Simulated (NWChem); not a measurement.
A series in which one site is exchanged, each optimised at PBE0/def2-SVP with NWChem, gas phase unless a solvent is named. Low-valent species are run as closed-shell singlets; no triplet was tried in these runs. def2 effective core potentials on In, I; no spin-orbit coupling.

A: [Cl][In] (InCl; site = Cl)
B: [F][In] (InF; site = F)
C: [InH] (InH; site = H)
D: [In][I] (InI; site = I)

Values for A:

| Quantity | Value |
|---|---|
| dipole (D), PBE0/def2-SVP | 3.19 |
| orbital gap (eV), PBE0/def2-SVP | 5.44 |
| lowest singlet excitation, PBE0/def2-SVPD, TDA (eV) | 4.73 |

**Question.** How do these values change for the other members?

**Answer.** 
| change from A | B | C | D |
|---|---|---|---|
| dipole (D), PBE0/def2-SVP | -0.33 | -2.55 | +0.42 |
| orbital gap (eV), PBE0/def2-SVP | +0.47 | -1.50 | -0.60 |
| lowest singlet excitation, PBE0/def2-SVPD, TDA (eV) | +0.65 | -1.88 | -0.80 |
